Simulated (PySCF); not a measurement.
A structure optimised at PBE-D3(BJ)/def2-SVP, used in a PySCF frequency run:

```
C
H 1 1.1046
H 1 1.1099 2 109.00
C 1 1.5242 2 114.19 3 -122.59
F 4 1.3507 1 114.50 2 90.92
F 4 1.3757 5 106.76 1 122.24
O 4 1.3865 5 107.79 6 118.04
C 7 1.4245 4 109.83 5 153.77
H 8 1.1098 7 109.69 4 -139.63
H 8 1.1141 9 108.18 7 122.33
C 1 1.5274 2 112.79 3 121.17
O 11 1.2097 1 128.22 2 -41.76
```

Q: Write its SMILES and formula.

A: O=C1COC(F)(F)C1, C4H4F2O2

Q: What are its rotational constants (standard atomic weights)?

A: 4.0668, 1.5720, 1.4549 GHz
